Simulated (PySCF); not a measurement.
iso-butyl(methyl)(phenyl)phosphan, C₁₁H₁₇P.
Numbering: `[CH3:1][CH:2]([CH3:3])[CH2:4][P:5]([CH3:6])[c:7]1[cH:8][cH:9][cH:10][cH:11][cH:12]1` (hydrogens: H13, H14, H15 on C1; H16 on C2; H17, H18, H19 on C3; H20, H21 on C4; H22, H23, H24 on C6; H25 on C8; H26 on C9; H27 on C10; H28 on C11; H29 on C12)

Geometry (PBE0-D3(BJ)/def2-SVP, Å), atoms numbered from 1 in this order:
```
atom  x, y, z in Å
C1    -2.708    1.491    0.562
C2    -1.856    0.231    0.460
C3    -2.633   -0.999    0.920
C4    -1.309    0.070   -0.959
P5    -0.092   -1.328   -1.155
C6     0.524   -0.935   -2.854
C7     1.289   -0.683   -0.113
C8     1.869    0.582   -0.285
C9     2.890    1.018    0.555
C10    3.349    0.195    1.585
C11    2.782   -1.063    1.769
C12    1.760   -1.497    0.924
H13   -3.567    1.442   -0.128
H14   -3.108    1.621    1.581
H15   -2.127    2.392    0.311
H16   -0.989    0.359    1.135
H17   -3.539   -1.140    0.307
H18   -2.950   -0.896    1.969
H19   -2.029   -1.915    0.833
H20   -0.840    1.013   -1.290
H21   -2.139   -0.132   -1.661
H22    0.835    0.115   -2.976
H23   -0.279   -1.149   -3.577
H24    1.376   -1.589   -3.091
H25    1.519    1.240   -1.085
H26    3.332    2.006    0.406
H27    4.150    0.539    2.244
H28    3.136   -1.712    2.574
H29    1.314   -2.486    1.066
```

Theory: PySCF, PBE0-D3(BJ)/def2-SVP geometry optimisation, gas phase.

Masses are those of the commonest isotopes; rigid-rotor values at the optimised geometry. The values belong to one conformer with, in the numbering `[CH3:1][CH:2]([CH3:3])[CH2:4][P:5]([CH3:6])[c:7]1[cH:8][cH:9][cH:10][cH:11][cH:12]1`, C1–C2–C4–P5 173°, C2–C4–P5–C6 -169°, C4–P5–C7–C8 -54°.

Problem. Give the principal moments of inertia and the rotational constants in cm⁻¹.

Solution. Ia = 468.73, Ib = 928.60, Ic = 1077.22 u·Å²; 505379 MHz·u·Å²/I gives 1078, 544.2 and 469.2 MHz, that is A = 0.03596, B = 0.01815, C = 0.01565 cm⁻¹.

Problem. What kind of rotor is it?

Solution. An asymmetric top: κ = (2 × 544.2 − 1078 − 469.2)/(1078 − 469.2) = -0.75.

Problem. What does the inertial defect say?

Solution. Not planar: Δ = Ic − Ia − Ib = -320.11 u·Å². For a rigid frame Δ = −2 Σ m c², so Σ m c² = 160.05 u·Å² lies off the ab plane: 39.39 from hydrogen and 120.66 from heavier atoms. The atom farthest from that plane is 2.33 Å away.

Problem. Give the other two planar moments, Paa and Pbb, and the rms extents of the mass along the axes.

Solution. Paa = Σ m a² = (Ib + Ic − Ia)/2 = 768.55 and Pbb = Σ m b² = (Ia + Ic − Ib)/2 = 308.68 u·Å². With the mass M = 180.11 u, the rms extents √(P/M) along a, b and c are 2.07, 1.31, 0.94 Å.

Problem. Which types of transition are allowed, and where do some lines up to J = 3 fall?

Solution. The dipole components are |μa| = 0.41 D, |μb| = 0.32 D, |μc| = 1.16 D. Intensities carry the squares of the components, which stand as 0.13 : 0.08 : 1.00 (a : b : c). Some lines, for components of 0.1 D or more:

```
type  branch         J(Ka,Kc)   MHz  lower level (cm⁻¹)
   b       Q  1(1,0) ← 1(0,1)   609               0.034
   b       Q  3(1,2) ← 3(0,3)   828               0.202
   a       R  1(0,1) ← 0(0,0)  1013               0.000
   b       R  2(0,2) ← 1(1,1)  1485               0.052
   b       Q  3(2,1) ← 3(1,2)  1530               0.229
   c       Q  2(2,1) ← 2(1,1)  1602               0.124
   b       Q  2(2,0) ← 2(1,1)  1609               0.124
   b       Q  2(2,1) ← 2(1,2)  1827               0.117
   b       Q  3(2,2) ← 3(1,3)  1944               0.214
   a       R  2(0,2) ← 1(0,1)  2019               0.034
   a       R  2(1,1) ← 1(1,0)  2102               0.054
   b       R  2(1,2) ← 1(0,1)  2486               0.034
   b       R  3(0,3) ← 2(1,2)  2545               0.117
   b       Q  3(3,1) ← 3(2,2)  2862               0.279
   a       R  3(0,3) ← 2(0,2)  3011               0.101
   a       R  3(2,2) ← 2(2,1)  3040               0.178
   a       R  3(2,1) ← 2(2,0)  3069               0.178
   a       R  3(1,2) ← 2(1,1)  3148               0.124
   b       R  3(1,3) ← 2(0,2)  3389               0.101
   b       R  2(2,1) ← 1(1,0)  3704               0.054
   c       R  2(2,1) ← 1(1,1)  3779               0.052
   c       R  3(2,1) ← 2(1,1)  4678               0.124
   c       R  3(2,2) ← 2(1,2)  4867               0.117
   b       R  3(2,1) ← 2(1,2)  4904               0.117
   b       R  3(3,1) ← 2(2,0)  5895               0.178
   c       R  3(3,0) ← 2(2,0)  5895               0.178
   b       R  3(3,0) ← 2(2,1)  5903               0.178
```

Problem. Estimate the classical rotational partition function at 25 K, 100 K and 500 K.

Solution. Point group C1, symmetry number σ = 1; q = (√π/σ)·√((kT/h)³/(ABC)), k/h = 20836.6 MHz/K: 40200 at 25 K, 321000 at 100 K, 3590000 at 500 K.

Stationary, but not proved a minimum. Zero-point vibration and centrifugal distortion are left out. A rigid rotor knows nothing of internal rotation, which can split or shift real lines.
